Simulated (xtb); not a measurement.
Cd(Cl)(OH) (CdClHO), SMILES [OH][Cd][Cl]. All values are semi-empirical tight-binding results from xtb (GFN2-xTB unless named), good for trends rather than for accurate numbers. The structure is a stationary point at GFN2-xTB. One conformer was computed; it need not be the lowest.

For metal compounds this method's bond lengths and energies can be far off.

- point group as xtb finds it = Cs
- orbital gap = 3.45 eV
- zero-point energy = 7.7 kcal/mol
- G − E(el) at 298.15 K (modified RRHO) = -10.9 kcal/mol
